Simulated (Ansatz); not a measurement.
C₂H₆BN (`C=NBC`), relaxed with RKS PBE-D4/def2-SVP in Ansatz from a rough embedded geometry. The force threshold is 0.03 eV/Å; the program also tests the step.

The species carries charge 0 and has multiplicity 1.

Start:

```xyz
10

C     0.331    1.041    1.385
N    -0.114   -0.099    1.435
B    -0.333   -0.917    0.210
C    -0.120   -0.432   -1.276
H     0.486    1.626    2.359
H     0.577    1.617    0.486
H    -0.801   -2.048    0.310
H     0.978   -0.147   -1.359
H    -0.693    0.528   -1.509
H    -0.311   -1.169   -2.041
```

**Question.** How much energy does the relaxation release, and in how many steps? (An estimate is asked.)

**Answer.** Computed: 125.09 kJ/mol, in 24 steps, 2 of them rejected.

**Question.** Which bonds change most? (Best estimate.)

**Answer.** Computed: N2–B3 from 1.489 to 1.367 Å; C4–H9 from 1.142 to 1.108 Å; C1–H5 from 1.147 to 1.114 Å; C4–H10 from 1.079 to 1.111 Å.

**Question.** Give the relaxed structure. (An estimate is asked.)

**Answer.** The calculation gave: 
```xyz
10

C     0.383    1.142    1.741
N     0.191    0.225    0.904
B    -0.016   -0.772   -0.009
C    -0.330   -0.485   -1.537
H    -0.452    1.585    2.330
H     1.399    1.554    1.939
H     0.057   -1.915    0.422
H     0.439   -0.970   -2.176
H    -0.374    0.591   -1.796
H    -1.297   -0.956   -1.817
```
